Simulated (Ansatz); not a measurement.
Results of the Gaussian-basis code of Ansatz.

A structure relaxed at PBE0-D4/def2-TZVP, charge 0, multiplicity 1:

Cartesian coordinates in Å:
```
O 0.371 -1.908 0.011
Si 0.825 -0.690 1.042
N 0.582 0.771 0.174
Si -0.749 1.189 -0.812
O -1.581 -0.151 -1.174
Cl -2.048 2.473 0.088
Cl -0.038 2.158 -2.462
H 0.087 -2.731 0.414
H -0.009 -0.815 2.265
H 2.263 -0.757 1.401
H 1.353 1.423 0.181
H -1.057 -0.963 -1.126
```

Task: Give its formula and SMILES.

Result: Cl2H5NO2Si2, `O[SiH2]N[Si](O)(Cl)Cl`.

Task: Summarise the bond lengths by kind.

Result: 2 × O–Si 1.618 to 1.660 Å; 2 × H–O 0.959 to 0.968 Å; 2 × N–Si 1.708 to 1.717 Å; 2 × H–Si 1.483 to 1.486 Å; 1 × H–N 1.010 Å; 2 × Cl–Si 2.036 to 2.042 Å.
